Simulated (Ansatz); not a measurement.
The same path of BFH3OSe (7 atoms, charge 1, multiplicity 1) was run twice with different band settings. The coordinate that changes most is the dihedral H5–O1–Se2–B3.

Method: Ansatz, RKS PBE-D4/def2-SVP.

Relaxed end points:

```xyz
7
Properties=species:S:1:pos:R:3
O -0.977 0.984 -0.142
Se -0.761 -0.870 0.557
B 1.171 -0.890 0.052
F 1.828 -1.985 0.324
H -1.633 1.033 -0.880
H -1.249 1.623 0.563
H 1.621 0.104 -0.473
```

```xyz
7
Properties=species:S:1:pos:R:3
O -1.348 0.812 0.031
Se -0.804 -0.996 0.626
B 1.084 -0.793 0.032
F 1.880 -1.808 0.233
H -0.915 1.563 0.507
H -1.310 0.966 -0.944
H 1.413 0.256 -0.485
```

Common settings: climbing image yes; spring 5.0 eV/Å²; optimiser quadratic models (default); start path IDPP; force threshold 0.05 eV/Å; end points relaxed.

| run | movable images | iteration limit |
| --- | --- | --- |
| 1 | 9 | 58 |
| 2 | 2 | 60 |

Task: What does each run give, and how far can it be trusted?

Result: Run 1: converged after 8 iterations, highest image 0.108 eV above the first end. A vibrational analysis at the climbing image gives one clearly imaginary mode, 179i cm⁻¹: a first-order saddle point.
Run 2: converged after 10 iterations, highest image 0.108 eV above the first end. The dihedral H5–O1–Se2–B3 jumps by 94° between images 2 and 3, so the path isn't resolved there. Another band between the same ends (9 images) ends at a top of the same energy, where a vibrational analysis finds 1 clearly imaginary mode. So few images can step over the top or miss a turn of the path.
Limits of this set-up: the dipole of an ion depends on the origin.
